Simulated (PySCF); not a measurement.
## Ionisation energy of Ru by level of theory

Ru [Kr] 4d7 5s1 (5F) → Ru⁺ [Kr] 4d7 (4F), as a difference of total energies. Computed with PySCF 2.14 in def2-TZVP with the def2 core potential (28 electrons), with scalar relativity through the core potential. Correlated levels: valence: 4s2 4p6 frozen. The calculations carry no spin-orbit coupling.

```csv
method,ionisation energy (eV)
UHF,6.301
PBE,7.793
MP2 (valence),6.891
SCS-MP2 (valence),6.702
```

Question: How much does correlation contribute at MP2 (valence)?

Answer: 6.891 − (6.301) = 0.590 eV, measured against UHF.

Errors of the correlated levels include the incompleteness of this basis and the frozen core.

For comparison: 7.365 eV (measured; NIST levels, between the centres of gravity of the two terms).
